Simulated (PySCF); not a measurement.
Predicted microwave data (PBE0/pcSseg-1 in PySCF (dipole) on a GFN2-xTB geometry, gas phase) for one isomer of C6H11ClOSi:

```
Rotational constants : A = 2417, B = 477.2, C = 450.2 MHz
Dipole components    : |μa| = 2.35 D, |μb| = 0.87 D, |μc| = 0.62 D
Inertial defect      : -145.46 u·Å²
κ                    : -0.97
```

Task: Which structure is it? (One computed conformer of each.)
A. `[CH2:1]=[C:2]([CH3:3])[CH2:4][C:5](=[O:6])[SiH2:7][CH2:8][Cl:9]` with C1–C2–C4–C5 98°, C2–C4–C5–O6 85°, C4–C5–Si7–C8 163°, C5–Si7–C8–Cl9 176°
B. `[CH3:1][O:2][C:3]1=[CH:4][SiH2:5][C@H:6]1[CH2:7][CH2:8][Cl:9]` with C1–O2–C3–C4 0°, Si5–C6–C7–C8 172°, C6–C7–C8–Cl9 180°
C. `[OH:1][CH2:2][C@@H:3]1[CH:4]=[CH:5][C@@H:6]([Cl:7])[C@@H:8]1[SiH3:9]` with H–O1–C2–C3 -57°, O1–C2–C3–C4 63°, C2–C3–C4–C5 -105°, C4–C5–C6–Cl7 -131°, C5–C6–C8–Si9 150°, C2–C3–C8–C6 96°

Result: A. It is C=C(C)CC(=O)[SiH2]CCl, a near-prolate asymmetric top, point group C1. The candidates at the same level (rigid rotor, commonest isotopes):

```
                             SMILES  A (MHz)  B (MHz)  C (MHz)  μa (D)  μb (D)  μc (D)  Δ (u·Å²)  point group                        rotor
OC[C@@H]1C=C[C@@H](Cl)[C@@H]1[SiH3]     1550    978.6    704.6    1.75    2.03    0.82   -125.33           C1               asymmetric top
              C=C(C)CC(=O)[SiH2]CCl     2417    477.2    450.2    2.35    0.87    0.62   -145.46           C1  near-prolate asymmetric top
             COC1=C[SiH2][C@H]1CCCl     1565    651.3    482.6    3.03    1.17    0.37    -51.78           C1               asymmetric top
```

`OC[C@@H]1C=C[C@@H](Cl)[C@@H]1[SiH3]` has B 105 % too high; `COC1=C[SiH2][C@H]1CCCl` has B 36 % too high. No structure here is proved a minimum.
